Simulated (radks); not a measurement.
The numbers below are computed, except where a source is named.
Question: Ionisation of neutral promethium, [Xe] 4f5 6s2, to Pm+, [Xe] 4f5 6s1, under several functionals. Scalar-relativistic Kohn-Sham, spin-polarised, spherical densities, finite nucleus; open shells are filled with parallel spins first (spin-orbit coupling, left out, can overturn this in heavy ions); a radial shooting solver on a logarithmic mesh with Libxc functionals. Known Delta-SCF values: AM05 5.434 eV. What does Wu-Cohen GGA give, and what is its highest occupied eigenvalue?

Answer: 5.418 eV by Delta-SCF; the 4f eigenvalue is -3.169 eV. NIST: 5.582 eV (measured).
